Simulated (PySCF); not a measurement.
**PdS: frontier orbitals**

ωB97X-V at R = 2.095 Å; basis Pd def2-TZVPP with ECP28, S def2-TZVPP; scalar-relativistic core potentials; PySCF 2.14. State: ³Σ⁻ (triplet), unpaired electrons π ↑↑. Only the outer orbitals are listed, counted within each symmetry, core potentials removing the inner ones.

```
spin  orbital  occ.  ε (eV)  on Pd (%)           main shells (%)
   α       7σ     1  -12.70         52           50 Pd d, 44 S p
   α       3π     1  -12.36         60           60 Pd d, 39 S p
   α       3π     1  -12.36         60           60 Pd d, 39 S p
   α       1δ     1  -10.36        100                  100 Pd d
   α       1δ     1  -10.36        100                  100 Pd d
   α       4π     1   -9.49         41           59 S p, 39 Pd d
   α       4π     1   -9.49         41           59 S p, 39 Pd d
   α       8σ     1   -8.79         58  42 S p, 38 Pd d, 19 Pd s
   α       9σ     0   -0.30         94          70 Pd s, 21 Pd p
   α       5π     0    1.77        101                  101 Pd p
   α       5π     0    1.77        101                  101 Pd p
   β       6σ     1  -20.69         10                    89 S s
   β       7σ     1  -12.16         51           50 Pd d, 43 S p
   β       3π     1  -10.43         70           69 Pd d, 28 S p
   β       3π     1  -10.43         70           69 Pd d, 28 S p
   β       1δ     1  -10.03        100                  100 Pd d
   β       1δ     1  -10.03        100                  100 Pd d
   β       8σ     1   -8.52         58  42 S p, 35 Pd d, 22 Pd s
   β       4π     0   -1.47         37  63 S p, 28 Pd d, 10 Pd p
   β       4π     0   -1.47         37  63 S p, 28 Pd d, 10 Pd p
   β       9σ     0   -0.13         93          67 Pd s, 22 Pd p
```

Q: Which are the highest filled and the lowest empty level, where do they sit, and how wide is the gap?

A: Highest filled β 8σ at -8.52 eV (in %: 42 S p, 35 Pd d, 22 Pd s); lowest empty β 4π at -1.47 eV (in %: 63 S p, 28 Pd d, 10 Pd p); the gap at ωB97X-V is 7.05 eV.

The bond order (Mayer) is 1.72, the ⟨S²⟩ is 2.018 and the charge on Pd (Mulliken, basis-dependent) is 0.26. The charge on Pd (Löwdin, basis-dependent) is -0.17 and the dipole moment (positive dipole means Pd(−)S(+)) is -3.14 D.

Shares are Mulliken populations and can fall outside 0 to 100 %.

Spin–orbit coupling is left out. The state is the lowest single determinant that the PBE0 search found; with open d or f shells the true ground state can be another one.
